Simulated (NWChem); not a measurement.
# SiHSF$_{3}$; SMILES F[Si](F)(F)S

```xyz
6

F      0.7626    -0.9664    -1.2508
Si    -0.0181    -0.3449    -0.0006
F      0.6672    -0.9785     1.2985
F     -1.5378    -0.8302    -0.0563
S     -0.0074     1.7500     0.0046
H      1.3439     1.8048     0.0132
```
Atoms are numbered in this order, from 1.

Computed with NWChem. Coordinates come from a PBE0/def2-SVP optimisation. Ions are spin-unrestricted doublets at the neutral geometry; other ion states weren't tried. Functional: LC-ωPBE (HJS hole) with def2-SVP; the question gives the range parameter ω in 1/bohr.

Question: Predict the results for range parameter (1/bohr) 0.15. Quantities: vertical ionisation energy, ΔSCF (eV); −ε(HOMO) (eV).

Answer: 
- vertical ionisation energy, ΔSCF (eV) = 11.04
- −ε(HOMO) (eV) = 9.26
